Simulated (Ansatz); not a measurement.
```yaml
crystal:
  periodic: [false, false, false]
  atoms:
    - {symbol: C, position_ang: [-0.561640, 0.115990, -1.253611]}
    - {symbol: O, position_ang: [0.280096, -0.841842, -0.676284]}
    - {symbol: Si, position_ang: [0.488341, -0.789406, 1.199769]}
    - {symbol: Br, position_ang: [1.941494, 0.978536, 1.937071]}
    - {symbol: H, position_ang: [-1.742959, 0.474343, -0.556313]}
    - {symbol: H, position_ang: [-0.816785, 0.087548, -2.307753]}
    - {symbol: H, position_ang: [0.093968, 1.441798, -1.154549]}
    - {symbol: H, position_ang: [-1.052948, -0.372177, 1.858214]}
    - {symbol: H, position_ang: [1.190011, -1.886707, 1.214243]}
basis:
  gaussian: {orbitals: aug-cc-pVDZ}
hamiltonian: {xc: {name: B97M-V}, pseudopotentials: {relativity: none}}
accuracy: high
charge: 1
output: {forces: true}
```

```sh
$ ansatz run in.yaml --threads 4 --pin off --events-out ev --progress --plain --max-ram 10444MiB
```

Shortened log:

```
Error: YAML parse error: error: line 17 column 1: unknown field `charge`, expected one of crystal, accuracy, basis, kpoints, hamiltonian, magnetization, projection, total_charge, correlation, batch, efield, external_charges, scf, relax, neb, saddle, md, ramp, phonons, dielectric, real_time, elastic, magnetic_configurations, gw, evaluate, workflow, output, checkpoint, execution
15 | hamiltonian: {xc: {name: B97M-V}, pseudopotentials: {relativity: …
16 | accuracy: high
17 | charge: 1
18 | output: {forces: true}
```

(1) What is wrong with this run?

## Answers

(1) The input holds a key that doesn't belong there. The program refused the input.
